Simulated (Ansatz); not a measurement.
Harmonic frequencies (cm⁻¹) at PBE0-D4/def2-TZVP from Ansatz: 39, 111, 132, 158, 201, 216, 272, 296, 404, 497, 511, 599, 605, 624, 752, 812, 888, 905, 965, 2207, 2243, 2708, 3734, 3875.

Each molecule was computed in one conformer, which needn't be the lowest.

Question: Which molecule is it?
A. `S[SiH](Cl)[O][GaH2]`
B. `SC1[SiH2]S1`
C. `[OH][Sb]([OH])[SiH2]S`
D. `B[CH2][SnH]([Cl])[Cl]`

Answer: C.
